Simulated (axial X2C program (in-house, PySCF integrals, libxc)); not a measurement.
# ReF⁺: from Re and ωe to a spectrum

A bond curve at the PBE0 level, with spin–orbit coupling, was computed with an in-house all-electron X2C program for linear molecules (integrals from PySCF) (basis Re dyall-cv3z [13s14p9d7f4g], F dyall-av3z [7s6p3d2f] (cores contracted in-house)) for the state Ω = 5/2 (⟨Sz⟩ = 2.45, ⟨Lz⟩ = 0.05 at PBE0). Its fit gives Re = 1.8050 Å, ωe = 757.2 cm⁻¹, ωexe = 3.24 cm⁻¹ and αe = 1.685e-03 cm⁻¹; the masses are 186.9558 and 18.9984 u. Two-component means X2C with spin–orbit coupling and atomic mean-field Coulomb and Gaunt terms.

(1) Find the reduced mass, Be and the force constant.

(2) Where do the fundamental and the first overtone lie?

(3) Estimate De from a Morse curve and compare with the computed well depth of 3.846 eV to Re+ + F.

(4) A Morse curve ties αe to the other constants (Pekeris). How well does that hold?

(5) Estimate the centrifugal constant by the Kratzer relation.

Occupations by symmetry block were frozen at the best pattern of an incomplete PBE0 search. Dissociation energies refer to the lowest single-determinant-based atoms at the same level and basis. Density functionals use the spin component along the axis (collinear). The 2c atoms are single determinants rather than J levels; their spin–orbit lowering is only partly caught, and De is too large by that part. This holds for PBE0. Without a current term, density functionals place determinants with orbital angular momentum somewhat too high. With several unpaired electrons one determinant need not be a pure state. This is the top spin component of a Σ state; components of lower Ω are not single determinants and can lie lower.

Answers

(1) From the PBE0 values: μ = 17.2459 u. Be = 16.8576/(μ Re²) = 0.3 cm⁻¹. k = 5.8918×10⁻⁷ μ ωe² = 5.83 mdyn/Å.

(2) ν(1←0) = ωe − 2ωexe = 750.7 cm⁻¹; ν(2←0) = 2ωe − 6ωexe = 1495.0 cm⁻¹.

(3) De(Morse) = ωe²/(4ωexe) = 5.485 eV against 3.846 eV computed, a ratio of 1.43. The extrapolation overshoots: the well softens faster than a Morse curve, or the lowest atomic limit lies below the one to which the curve heads.

(4) αe(Morse) = 6Be²/ωe × (√(ωexe/Be) − 1) = 1.631e-03 cm⁻¹; the PBE0 curve gives 1.685e-03 cm⁻¹, a ratio of 0.97.

(5) D = 4Be³/ωe² = 1.88e-07 cm⁻¹.
